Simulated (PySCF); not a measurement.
Ligands exchanged one at a time, B I-H. Gas-phase values, no solvent. Strings in code marks are SMILES.

The LUMO from two functionals at the same geometries (CAM-B3LYP-D3(BJ)/def2-TZVP), both in PySCF: PBE-D3(BJ)/def2-TZVP and TPSSh-D3(BJ)/def2-TZVP. 

| species | PBE-D3(BJ)/def2-TZVP (eV) | TPSSh-D3(BJ)/def2-TZVP (eV) |
|---|---|---|
| 0 of 3 I replaced by H (`IB(I)I`) | -3.23 | -2.88 |
| 1 of 3 I replaced by H | -3.17 | -2.73 |
| 2 of 3 I replaced by H | -3.13 | -2.58 |
| 3 of 3 I replaced by H | -3.04 | -2.30 |

Over these rows, drawn at random from the members with no instability flagged (it was tested for open shells, ions and some series alone), PBE minus TPSSh-D3(BJ): mean -0.52 eV, from -0.74 eV to -0.35 eV.
